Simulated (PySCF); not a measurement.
Molecule: SMILES CSc1cccs1, C5H6S2.

Geometry (Å), atoms numbered from 1 in this order:
```xyz
13

C     2.631   -0.084    0.408
S     1.737   -0.208   -1.151
C     0.080   -0.013   -0.625
C    -1.025   -0.031   -1.445
C    -2.240    0.155   -0.730
C    -2.049    0.311    0.616
S    -0.379    0.233    1.028
H     2.338   -0.886    1.102
H     2.479    0.897    0.881
H     3.694   -0.199    0.157
H    -0.962   -0.172   -2.525
H    -3.224    0.173   -1.200
H    -2.793    0.468    1.396
```

Geometry PBE0-D3(BJ)/def2-SVP throughout; GIAO in PySCF 2.14, gas phase, one conformer, non-relativistic; equivalent atoms averaged; basis pcSseg-1.

Q: How do the absolute shieldings σ depend on the functional? (a selection of nuclei; ppm; last column core-seconds on shared hosts with different chips, so compare them loosely; the GGAs took longer than the global hybrids here, which isn't the general rule, and the cause wasn't traced)

A: 
```csv
functional,kind,C3,C5,C6,S7,S2,H12,H13,H11,H8/H9/H10,core-s
HF,Hartree–Fock,33.5,55.7,58.1,339.8,551.0,24.57,24.63,24.77,29.35,5.9
LDA,LDA,26.8,44.5,52.1,233.4,443.6,23.81,24.07,24.08,28.39,22
BP86,GGA,32.3,48.9,56.1,256.7,447.9,24.30,24.55,24.57,28.83,18
OPBE,GGA,47.7,59.8,67.3,295.4,478.5,24.18,24.40,24.47,28.81,18
KT2,GGA,45.4,60.0,67.4,308.2,476.7,24.27,24.50,24.52,28.72,18
PBE0,global hybrid,33.5,51.0,56.7,278.4,483.2,24.20,24.38,24.46,28.87,15
WP04,global hybrid,17.7,39.1,41.7,227.1,408.8,24.84,24.89,25.08,29.22,12
BHandHLYP,global hybrid,26.8,48.4,51.8,280.1,489.8,24.42,24.52,24.64,29.08,11
wB97X-D,range-separated hybrid,30.6,49.9,54.3,272.8,487.1,24.33,24.45,24.57,29.03,26
```

Q: Which nucleus among those listed moves most, in ppm?

A: S2 (sulfide sulfur): from 408.8 ppm with WP04 to 551.0 ppm with HF. The smallest spread is 0.82 ppm, at H13. Proton shifts span only some 12 ppm, so a few tenths of a ppm matter as much there as several ppm in carbon.
